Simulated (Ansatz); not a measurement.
Reactions of silanol.

Calculated with Ansatz (gas phase, PBE0-D4/def2-TZVP geometries, no zero-point term in ΔE). CBS: MP2 limit from def2 TZ/QZ plus the TZ coupled-cluster correction, frozen cores. This one scheme is used for every species. For Ge outer-core shells are correlated without core-valence functions, which leaves a few kJ/mol of doubt a bond. Scalar relativity is left out up to krypton. Each species was taken in one conformer, which may not be the lowest.

```json
{"reaction": "`O[SiH3]` + `ClCCl` → `[SiH3]C(Cl)Cl` + H₂O", "HF/CBS(def2) (kJ/mol)": "122", "CCSD(T)/CBS(def2) (kJ/mol)": "91"}
{"reaction": "`O[SiH3]` + `C=C(O)Cl` → `C=C(Cl)O[SiH3]` + H₂O", "HF/CBS(def2) (kJ/mol)": "6", "CCSD(T)/CBS(def2) (kJ/mol)": "-6"}
{"reaction": "`O[SiH3]` + `CC(=N)Cl` → `C/C(Cl)=N\\[SiH3]` + H₂O", "HF/CBS(def2) (kJ/mol)": "65", "CCSD(T)/CBS(def2) (kJ/mol)": "51"}
{"reaction": "`O[SiH3]` + `[OH][Ge][F]` → `[F][Ge][O][SiH3]` + H₂O", "HF/CBS(def2) (kJ/mol)": "-13", "CCSD(T)/CBS(def2) (kJ/mol)": "-15"}
{"reaction": "`O[SiH3]` + `S[SiH]1CO1` → `[SiH3]S[SiH]1CO1` + H₂O", "HF/CBS(def2) (kJ/mol)": "45", "CCSD(T)/CBS(def2) (kJ/mol)": "20"}
```

Largest T1 diagnostic: 0.015, for `[OH][Ge][F]`.
